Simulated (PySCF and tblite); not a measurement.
Results of a calculation; reference values are marked as such.
## Ring inversion: stationary points, barriers and rates

System: C₉H₁₀, numbered as in [CH3:1][C:2]1=[CH:3]/[CH:4]=[CH:5]\[CH:6]=[CH:7]/[CH:8]=[CH:9]\1.

Motion: inversion of the 8-membered ring (2–3–4–5–6–7–8–9). Geometries: GFN2-xTB; energies: PBE0/pcSseg-1 + D3(BJ); zero-point and thermal terms from GFN2-xTB harmonic modes (soft modes blended into free rotors). Rate constants are transition-state-theory values, counting equivalent paths, without tunnelling. (PySCF 2.14 with density fitting, tblite 0.8.)

```tsv
point	symmetry	E(GFN2) kcal/mol	E(DFT) kcal/mol	ZPE change kcal/mol	lowest mode cm⁻¹	dipole D
start	C1	0.0	0.0	0.00	104	0.38
saddle	Cs	12.0	13.0	1.02	127i	0.43
end	C1	0.0	0.0	0.00	104	0.38
```

```json
{"Electronic barrier": "13.0 kcal/mol", "Barrier with zero-point energy": "14.0 kcal/mol", "ΔH‡ (298 K)": "13.5 kcal/mol", "ΔS‡ (298 K, symmetry apart)": "-3.4 cal/(mol K)", "Paths": "1 equivalent path", "End point": "the same structure with atoms interchanged, or its mirror image", "Mean lifetime of the start against this motion at 298 K": "7 ms", "Cost": "71 s on 1 thread of Arm Neoverse V1, on a host shared with other jobs (rough), peak memory 0.92 GiB, launched as `OMP_NUM_THREADS=1 python ens_run.py task.json out`"}
```

```tsv
T/K	ΔG‡ kcal/mol	k s⁻¹
150	14.2	7.3×10⁻⁹
200	14.3	0.0011
250	14.4	1.4
298	14.5	142
350	14.7	4980
400	14.8	6.4×10⁴
500	15.2	2.3×10⁶
```

ΔG and ΔG‡ leave out symmetry numbers and mirror images; rates count paths: 1 out.
